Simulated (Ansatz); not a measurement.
MoO$_{3}$ (`[O]=[Mo](=[O])=[O]`) at its PBE0-D4/def2-TZVP geometry, where that method's forces vanish. The species carries charge 0 and has multiplicity 1. Mo: def2 effective core potential.

```xyz
4

O     0.4411    0.8114   -1.3176
Mo   -0.3463    0.2047    0.0518
O     0.6182    0.4174    1.4257
O    -0.7130   -1.4336   -0.1599
```

Q: What forces (eV/Å) does r2SCAN-D4/def2-TZVPP give on these atoms in Ansatz 0.2.0? (An estimate is asked.)

A: Ansatz gave: 
```
O1   0.351  0.184 -0.509
Mo2 -0.697  0.412  0.104
O3   0.416  0.040  0.492
O4  -0.070 -0.635 -0.087
```
